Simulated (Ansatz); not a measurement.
A nudged elastic band was laid between two geometries of CH₇F₂MgN (12 atoms, charge 0, multiplicity 1).

The calculation used RKS PBE0-D4/def2-SVP in Ansatz 0.2.0.

```yaml
movable_images: 5
climbing_image: yes
spring: 5.0 eV/Å²
optimiser: quadratic models (default)
start_path: through a guess of the saddle point
force_threshold: 0.05 eV/Å
iteration_limit: 60
end_points: relaxed
```

Initial state:

```xyz
12
Properties=species:S:1:pos:R:3
Mg 0.019 0.540 -0.038
N 0.589 -1.268 1.056
C -1.135 0.196 -1.755
H 0.937 1.755 1.214
F -0.132 1.635 1.616
H 1.603 -1.288 1.183
F 1.715 1.478 0.414
H 0.185 -1.261 1.994
H 0.323 -2.152 0.622
H -2.054 -0.379 -1.536
H -1.464 1.127 -2.248
H -0.587 -0.382 -2.522
```

Final state:

```xyz
12
Properties=species:S:1:pos:R:3
Mg 0.000 0.531 -0.027
N 0.640 -1.273 1.035
C -1.162 0.198 -1.743
H 0.904 1.755 1.225
F -0.161 1.594 1.640
H 1.625 -1.184 1.291
F 1.678 1.516 0.420
H 0.127 -1.386 1.911
H 0.541 -2.147 0.519
H -2.210 -0.059 -1.503
H -1.206 1.084 -2.401
H -0.776 -0.630 -2.366
```

Question: Which bonds break or form, and what moves?

Answer: No bond is made or broken.

Question: What energy profile does the band end with?

Answer: The forces met the threshold. The highest image is number 3 of 0 to 6, 0.1 kcal/mol above the ends, which have the same energy within 2 meV. The top lies less than 8 meV above the higher end, about what the thresholds resolve: that end is a shoulder or a very shallow well. A vibrational analysis at the climbing image gives no mode beyond 40i cm⁻¹: the surface is too flat there to confirm a saddle point.

| image | path coordinate (Å) | energy (kcal/mol) |
| --- | --- | --- |
| 0 | 0.00 | 0.0 |
| 1 | 0.32 | 0.0 |
| 2 | 0.63 | 0.0 |
| 3 | 0.95 | 0.1 |
| 4 | 1.14 | 0.0 |
| 5 | 1.33 | 0.0 |
| 6 | 1.53 | 0.0 |

Question: What is the geometry of the highest image?

Answer: 
```xyz
12
Properties=species:S:1:pos:R:3
Mg 0.023 0.534 -0.038
N 0.587 -1.274 1.057
C -1.151 0.208 -1.745
H 0.970 1.745 1.196
F -0.102 1.645 1.602
H 1.502 -1.125 1.486
F 1.739 1.451 0.399
H -0.058 -1.486 1.820
H 0.657 -2.120 0.491
H -2.203 -0.022 -1.495
H -1.179 1.082 -2.420
H -0.787 -0.640 -2.355
```

Run time: 4.7 min on 2 threads of Intel(R) Xeon(R) Platinum 8488C (Sapphire Rapids), with other jobs on the host, peak memory 0.28 GiB.
